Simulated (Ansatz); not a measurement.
Two members of one family (Series W(NH)2X2), computed with Ansatz in the gas phase; def2 core potentials for W, no spin–orbit coupling. A negative affinity means that the extra electron isn't bound at that geometry and level; within about 0.2 eV of zero the sign isn't settled. Names give formal oxidation states. A dash marks a value that wasn't run or was left out as unsound. The structures are stationary points that may keep the symmetry of their start. Remarks come from the PBE and PBE0 runs and from stability tests at other levels; not every state was tested. A HOMO above zero means that the electron is unbound at that level and held by the basis, or that self-interaction error raises the level; the energy of removing that electron tells which.

First: W(NH)2Cl2 (singlet, charge 0, PBE-D4/def2-SVP geometry).

```xyz
7

W     0.032   -0.335    0.362
N    -0.934   -0.508   -1.096
H    -1.306   -0.203   -2.000
N     0.866    1.211    0.336
H     1.124    2.118   -0.067
Cl    1.641   -1.984    0.318
Cl   -1.423   -0.299    2.148
```

| level | HOMO (eV) | LUMO (eV) | gap (eV) | vertical EA (eV) |
| --- | --- | --- | --- | --- |
| LDA (SPW92)/def2-TZVP | -7.08 | -3.43 | 3.65 | – |
| r2SCAN-D4/def2-TZVPD | -7.25 | -3.19 | 4.06 | 0.73 |
| PBE0-D4/def2-SVP | -8.22 | -2.32 | 5.90 | – |
| PBE0-D4/def2-TZVP | -8.24 | -2.48 | 5.76 | – |
| PBE0-D4/def2-TZVPD | -8.28 | -2.55 | 5.73 | 0.92 |

Metal–donor distances: 2 × N 1.76 Å, 2 × Cl 2.30 Å. Remarks: HOMO above zero (-1 doublet).

Second: W(NH)2F2 (singlet, charge 0, PBE-D4/def2-SVP geometry).

```xyz
7

W    -0.321    0.109    0.444
N     0.275   -1.480   -0.018
H     0.789   -2.147   -0.600
N     0.252    1.301   -0.712
H     0.759    1.626   -1.541
F     0.451    0.531    2.115
F    -2.205    0.060    0.312
```

Task: Estimate how these quantities change from the first to the second (second minus first).

Result: 
```
                level  Δ HOMO (eV)  Δ LUMO (eV)  Δ gap (eV)  Δ vertical EA (eV)
LDA (SPW92)/def2-TZVP        -0.03         0.64        0.67                   –
 r2SCAN-D4/def2-TZVPD         0.02         0.70        0.68               -0.93
     PBE0-D4/def2-SVP         0.02         0.68        0.66                   –
    PBE0-D4/def2-TZVP        -0.02         0.74        0.76                   –
   PBE0-D4/def2-TZVPD        -0.02         0.73        0.75               -0.95
```

Metal–donor distances: 2 × N 1.76 Å, 2 × F 1.89 Å. Remarks: HOMO above zero (-1 doublet).
